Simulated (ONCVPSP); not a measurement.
# Cr (Z = 24): one change to an ONCV potential, before and after

ONCVPSP 4.0.1 input, shortened (lines: element, Z, core and valence counts, functional; n l f; lmax; l rc ep ncon nbas qcut; lloc lpopt rc5 dvloc0; l nproj debl; icmod fcfact rcfact), revPBE, scalar-relativistic:

```
  Cr 24.00    3    4  -102130      upf
    1    0    2.00
    2    0    2.00
    2    1    6.00
    3    0    2.00
    3    1    6.00
    3    2    4.00
    4    0    2.00
    3
    0    1.50    0.00    4    8    8.30
    1    1.10    0.00    4    8   13.60
    2    1.00    0.00    5    9    9.60
    3    1.55    0.17    4    7    8.40
    4    5    0.70    0.00
    0    2    1.60
    1    2    0.50
    2    2    1.10
    3    2    0.30
    3    3.25    1.45
```

In the p channel the program set the typed energies aside and used -1.811, 0.250 Ha.

Change: all radii but the core radius scaled by about 1.11 (s 1.66, p 1.22, d 1.12, f 1.72 bohr); local potential polynomial inside 0.78 bohr (lpopt 5, dvloc0 0 Ha).

Cutoffs: the cutoffs (Ha) at which the residual kinetic energy of the hardest occupied pseudo-wave falls to 1 and 0.1 mHa per electron; they do not see the model core or the augmentation charge, which bear on the density cutoff. Errors are all-electron minus pseudo energies relative to the spin-unpolarised reference configuration.

**Question.** Predict the effect on cutoff, ghosts and configuration errors.

**Answer.** The potential gets softer (267 Ha and 306 Ha → 196 Ha and 237 Ha); of the 4 tests that both files solve, the error grows in 3 and shrinks in 0 by more than 15 % and 0.3 meV (median size 0.7 → 1.2 meV); neither file shows a bound ghost. A larger radius leaves more room for a smooth pseudo-wave, so fewer plane waves are needed. More of the atom is replaced by a form fitted at one configuration, so other configurations suffer.

| quantity | base | changed |
| --- | --- | --- |
| cutoff, loose | 267 Ha | 196 Ha |
| cutoff, tight | 306 Ha | 237 Ha |
| loose cutoff by channel | s 22 Ha, p 48 Ha, d 267 Ha | s 18 Ha, p 27 Ha, d 196 Ha |
| bound ghosts | none | none |
| GHOST(+) flags under 300 eV | s at 202.4 eV | s at 216.3 eV |
| error for 3s2 3p6 3d5 4s1, meV [ΔE 0.09 eV] | +0.4 | +1.0 |
| error for 3s2 3p6 3d5 4s0, meV [ΔE 6.88 eV] | +3.3 | +4.4 |
| error for 3s2 3p6 3d4 4s0, meV [ΔE 22.82 eV] | -1.0 | -1.4 |
| error for 3s2 3p6 3d4 4s1 4p1, meV [ΔE 3.58 eV] | -0.3 | -0.4 |
| rms error of d²Exc/dni dnj with the model core, mHa | 1.43 | 1.51 |
